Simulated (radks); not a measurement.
Q: Valence configurations of Lu II (all share [Xe]). All-electron calculation, scalar-relativistic Kohn-Sham, PBE, spin-polarised, spherical densities, point nucleus; open shells are filled with parallel spins first (spin-orbit coupling, left out, can overturn this in heavy ions). Program: a radial shooting solver on a logarithmic mesh with Libxc functionals. Order these by energy: 4f13 5d0.5 6s1.5 6p1; 4f14 5d0.5 6s1.5; 4f13.5 6s2 6p0.5; 4f12 6s1 6p3; 4f14 6s2; 4f12 6s2 6p2; 4f14 5d1 6s1; 4f10 6s2 6p4; 4f11 5d1 6s2 6p2; 4f13 6s2 6p1.

A: From the lowest, in eV above it: 4f14 6s2 0.000; 4f14 5d0.5 6s1.5 0.841; 4f14 5d1 6s1 1.486; 4f13.5 6s2 6p0.5 7.094; 4f13 5d0.5 6s1.5 6p1 16.156; 4f13 6s2 6p1 16.541; 4f12 6s2 6p2 43.114; 4f12 6s1 6p3 47.463; 4f11 5d1 6s2 6p2 69.727; 4f10 6s2 6p4 132.35. NIST lists [Xe] 4f14 6s2 as the ground configuration; this level of theory agrees among the configurations tried. The energies are those of spherical high-spin densities, not of single terms.
